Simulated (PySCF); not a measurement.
**Spinor energies of Al⁺ (aluminium, charge +1)**

Start: [Ne] 3p2; 3p3/2 filled at m_j = +1/2, +3/2. Calculated with PySCF 2.14 in x2c-TZVPall-2c with one added diffuse shell each of s, p type (6s7p2d1f, 44 functions): generalised Hartree-Fock with the X2C-1e Hamiltonian and a Gaussian nucleus; one run each with spin-orbit coupling (SO) switched off, then screened by Boettger's factors. This is a chosen level, not necessarily the ground level.

```
spinor shell  electrons  ε, spin-free (eV)  ε, screened SO (eV)  weight of nominal j (screened SO)  rms radius, screened SO (bohr)
       1s1/2          2            -1606.9              -1606.9                              1.000                           0.139
       2s1/2          2            -145.44              -145.44                              1.000                           0.677
       2p1/2          2            -99.258              -99.620                              0.819                           0.670
       2p3/2          4            -99.258              -99.085                              0.910                           0.672
       3p3/2          2            -13.598              -13.595                              0.828                            3.09
```

```csv
quantity,spin-free,screened SO
E (hartree),-241.71014,-241.71002
M_J,2,2
⟨J²⟩,6.000,6.000
⟨L²⟩,2.000,2.001
⟨S²⟩,2.000,2.000
```

Each row is a mean over spinors that exchange with the open shell spreads, by up to 0.848 eV (2p3/2).

Rows whose weight is well below 1 are mixtures of j = l ± 1/2: exchange outweighs spin-orbit coupling there, and the label is only the starting occupation.

Without spin-orbit coupling the j labels of p, d and f shells carry no meaning; the spin-free column gives the mean over the occupied spinors of each nl shell.
